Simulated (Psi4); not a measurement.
A dimer, H4Si ··· F4Si (SMILES [SiH4] and F[Si](F)(F)F); the first 5 atoms form monomer A.

```
10

Si     0.0000     0.0000     0.0000
H      0.5362     1.1248    -0.7991
H     -0.6852    -0.9591    -0.8956
H      1.1122    -0.6842     0.6974
H     -0.9632     0.5184     0.9974
F      1.6652     0.4283    -4.5681
Si     2.2910    -0.7613    -3.7620
F      1.3136    -1.1868    -2.6133
F      3.6588    -0.3109    -3.1432
F      2.5261    -1.9765    -4.7235
```

What interaction energy does SAPT0/jun-cc-pVDZ, frozen core (Psi4) give, and which attractive term is the largest?

Total 0.23 kcal/mol: electrostatics -1.26, exchange 2.64, induction -0.23, dispersion -0.92. The most attractive term is electrostatics.
